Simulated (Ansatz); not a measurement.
Input for Ansatz (development build ahead of 0.2.0):

```yaml
crystal:
  periodic: [false, false, false]
  atoms:
    - { symbol: H, position_ang: [1.84, 0.0, 0.0] }
    - { symbol: H, position_ang: [1.48859, 1.08152, 0.0] }
    - { symbol: H, position_ang: [0.56859, 1.74994, 0.0] }
    - { symbol: H, position_ang: [-0.56859, 1.74994, 0.0] }
    - { symbol: H, position_ang: [-1.48859, 1.08152, 0.0] }
    - { symbol: H, position_ang: [-1.84, 0.0, 0.0] }
    - { symbol: H, position_ang: [-1.48859, -1.08152, 0.0] }
    - { symbol: H, position_ang: [-0.56859, -1.74994, 0.0] }
    - { symbol: H, position_ang: [0.56859, -1.74994, 0.0] }
    - { symbol: H, position_ang: [1.48859, -1.08152, 0.0] }
basis:
  gaussian: { orbitals: "6-31G" }
total_charge: 1
magnetization:
  spin_polarized: true
  initial_magnetization: 1
hamiltonian:
  xc: hf
correlation:
  method: mp2
  frozen_orbitals: { H: 0 }
output:
  forces: true
```

The input is written out in the form of the current development build from the run's settings.

Output:

```json
{"Converged": "yes", "Reference energy": "-4.95565 hartree", "Correlation energy": "-0.10910 hartree", "Total energy": "-5.06475 hartree", "Spin squared of the determinant": "0.861", "Stability test": "minimum"}
```

Forces (eV/Å):
| atom | Fx | Fy | Fz |
| --- | --- | --- | --- |
| H1 | -0.886 | -2.443 | 0.000 |
| H2 | -2.153 | 1.455 | 0.000 |
| H3 | 1.212 | -1.212 | 0.000 |
| H4 | 0.291 | -0.894 | 0.000 |
| H5 | -0.268 | -1.693 | 0.000 |
| H6 | 0.886 | 2.443 | 0.000 |
| H7 | 2.153 | -1.455 | 0.000 |
| H8 | -1.212 | 1.212 | 0.000 |
| H9 | -0.291 | 0.894 | 0.000 |
| H10 | 0.268 | 1.693 | 0.000 |

Caution: bonds are stretched, where a single reference can fail; the unrestricted determinant is spin contaminated; the charge can sit on one fragment and break the point group; the determinant breaks the point group.
